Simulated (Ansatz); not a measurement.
Basis-set extrapolation for CH$_{5}$AlBF$_{2}$N, SMILES `NC(F)[B](F)[AlH2]` (PBE0-D4/def2-TZVP geometry, frozen core, Ansatz 0.2.0). Multiplicity 1, RHF reference.

```json
{"": "HF", "def2-TZVPP": "-560.880671", "def2-QZVPP": "-560.901781"}
{"": "MP2 correlation", "def2-TZVPP": "-1.050660", "def2-QZVPP": "-1.137579"}
{"": "CCSD(T) correlation", "def2-TZVPP": "-1.126917", "def2-QZVPP": "not run"}
```

Energies in hartree. Use E(X) = E(∞) + A·exp(−7.88·√X) for Hartree–Fock and E(X) = E(∞) + B·X^(−2.97) for correlation, with X = 3 and 4, and add CCSD(T) minus MP2 of the smaller set to the MP2 limit.

Q: What is the CCSD(T) energy at the basis-set limit?

A: HF limit: -560.901781 + (-0.021110) × 0.13774 = -560.90469. MP2 limit: -1.137579 + (-0.086919) × 0.74074 = -1.20196. Higher-order term: -1.126917 − (-1.050660) = -0.07626. Total: -562.18291 hartree, 4.77 eV below CCSD(T)/def2-TZVPP.
